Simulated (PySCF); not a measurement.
PbO: energy against distance

Set-up: PySCF, scalar-relativistic core potentials, basis sets Pb aug-cc-pVDZ-PP with ECP60, O aug-cc-pVDZ. Energies in eV from Pb + O in their ground configurations at the same level. All curves are PBE0. state 1: ¹Σ⁺ (singlet), closed shell; state 2: triplet, unpaired electrons π ↑↑, a mixture of terms (⟨Lz²⟩ = 2.0), a second solution, started from another occupation; state 3: quintet, unpaired electrons σ ↑, π ↑↑↑, a second solution, started from another occupation.

```json
{"R (Å)": "1.663", "state 1": "-2.712", "state 2": "1.405", "state 3": "5.0706"}
{"R (Å)": "1.741", "state 1": "-3.733", "state 2": "-0.160", "state 3": "3.5918"}
{"R (Å)": "1.818", "state 1": "-4.290", "state 2": "-1.232", "state 3": "2.5481"}
{"R (Å)": "1.876", "state 1": "-4.485", "state 2": "-1.793", "state 3": "1.9751"}
{"R (Å)": "1.934", "state 1": "-4.538", "state 2": "-2.193", "state 3": "1.5359"}
{"R (Å)": "1.992", "state 1": "-4.483", "state 2": "-2.466", "state 3": "1.1995"}
{"R (Å)": "2.069", "state 1": "-4.287", "state 2": "-2.677", "state 3": "0.8689"}
{"R (Å)": "2.166", "state 1": "-3.909", "state 2": "-2.763", "state 3": "0.5883"}
{"R (Å)": "2.282", "state 1": "-3.346", "state 2": "-2.693", "state 3": "0.3750"}
{"R (Å)": "2.437", "state 1": "-2.524", "state 2": "-2.431", "state 3": "0.2108"}
```

Task: Put a parabola through the three lowest points of the state 1 curve and estimate Re, k and ωe (reduced mass 14.85 u; 1 eV/Å² = 0.16022 mdyn/Å; ωe = 1302.8·√(k/μ) cm⁻¹).

Result: Through R = 1.876, 1.934, 1.992 Å the second-order coefficient is 16.1 eV/Å², so Re ≈ 1.933 Å, k ≈ 5.14 mdyn/Å and ωe ≈ 767 cm⁻¹. A polynomial fit of higher order to the unrounded PBE0 energies gives Re = 1.931 Å, k = 5.19 mdyn/Å, ωe = 770 cm⁻¹; anharmonicity and rounding make the difference.

The higher-order fit for each curve: state 1: Re = 1.931 Å, ωe = 770 cm⁻¹, De = 4.54 eV; state 2: Re = 2.173 Å, ωe = 503 cm⁻¹, minimum 2.76 eV below the ground-state fragments. State 3 gave no clean fit.

These are scalar-relativistic numbers at best; spin–orbit coupling would shift them, the dissociation energy most.
